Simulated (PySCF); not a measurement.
Computed structure and properties of [WO3(OH)]−

System: [WO3(OH)]− (singlet); start: template (Cs). Method: PySCF 2.14.0, RKS TPSS, W def2-SVP with ECP60, O def2-SVP, H def2-SVP; non-relativistic Hamiltonian with scalar-relativistic core potentials where named; density fitting; no spin-orbit coupling.

Input of the relaxation:

```python
mol = gto.M(atom='''
W      0.00000     0.02926    -0.00142
O      1.50960     0.02926    -0.00142
O      0.00000     1.53886    -0.00142
O     -1.50960     0.02926    -0.00142
O      0.00000    -1.76594    -0.00142
H      0.00000    -2.66594     0.34858''',
    basis={'W': 'def2-SVP', 'O': 'def2-SVP', 'H': 'def2-SVP'},
    ecp={'W': 'def2-SVP'},
    charge=-1, spin=0)
mf = dft.RKS(mol, xc='TPSS')
mf.grids.atom_grid = (50, 194)
mf = mf.density_fit()  # fitting sets: W def2-universal-JKFIT, O def2-universal-JKFIT, H def2-universal-JKFIT
mf.conv_tol = 1e-08; mf.max_cycle = 55
mf.kernel(dm0)  # dm0: converged density of the start geometry
# quasi-Newton relaxation in Cartesian coordinates to a largest gradient under 0.00045 Eh/bohr, steps kept in the point group
```

Run from Python with OMP_NUM_THREADS=2; the lines above give its settings. Where DIIS fails, smearing, a level shift and second-order steps follow.
It took 6.1 min on 2 threads of Arm Neoverse V1, with other jobs on the host, from the converged density of the start.

Course of the relaxation:

| step | energy above end (eV) | largest force component within the symmetry (eV/Å) |
| --- | --- | --- |
| 0 | 17.4857 | 30.578 |
| 1 | 7.1880 | 6.649 |
| 2 | 5.9328 | 3.096 |
| 3 | 5.5633 | 0.685 |
| 4 | 5.4729 | 0.919 |
| 5 | 5.2249 | 3.125 |
| 6 | 5.0456 | 4.067 |
| 7 | 4.2145 | 3.880 |
| 23 | 0.0051 | 0.252 |
| 24 | 0.0020 | 0.093 |
| 25 | 0.0008 | 0.065 |
| 26 | 0.0001 | 0.051 |
| 27 | 0.0000 | 0.016 |
| 28 | 0.0000 | 0.004 |
(The steps between are left out.)

Relaxed geometry (Cs):

```xyz
6

W     0.0000   -0.0220   -0.0443
O     1.4380    0.0203   -1.0752
O     0.0000    1.3558    1.0643
O    -1.4380    0.0203   -1.0752
O     0.0000   -1.6852    1.0067
H     0.0000   -2.4943    0.4652
```

| contact | Å |
| --- | --- |
| W1–O2 (O) | 1.770 |
| W1–O3 (O) | 1.768 |
| W1–O4 (O) | 1.770 |
| W1–O5 (OH) | 1.967 |

On the finer grid (75, 302):

- HOMO: -1.19 eV
- LUMO: 3.68 eV
- Dipole about the centre of mass: 3.24 D
- Set of Mulliken populations of W1 outside the core potential: s 2.44, p 6.48, d 4.06, f 0.21
- D3(BJ) dispersion energy (not in the energies): -0.154 eV

```csv
atom,Mulliken (e),Löwdin (e),spin (e)
W1,0.81,0.05,0.00
O2,-0.50,-0.30,0.00
O3,-0.50,-0.30,0.00
O4,-0.50,-0.30,0.00
O5,-0.50,-0.23,0.00
H6,0.19,0.09,0.00
```

No frequency check is given for this geometry.

Rigid scan of O along the line from its metal:

distance to O2 (Å), energy (eV) and a bar:
```
     1.47      3.418 ##############################
     1.57      1.259 ###########
     1.67      0.263 ##
     1.77      0.000 
     1.87      0.188 ##
     1.97      0.641 ######
     2.07      1.238 ###########
     2.22      2.243 ####################
```

Taking off one OH (charge -1, singlet; the rest: singlet) in vacuum, both parts rigid, costs 8.39 eV; the small basis without counterpoise inflates it.

Rigid scan of OH along the line from its metal:

```csv
distance to O5 (Å),energy (eV)
1.67,1.683
1.77,0.624
1.87,0.131
1.97,0.000
2.07,0.095
2.17,0.326
2.37,0.977
2.67,2.024
3.07,3.163
3.57,4.097
```

One start shape was tried, so this needn't be the lowest isomer.
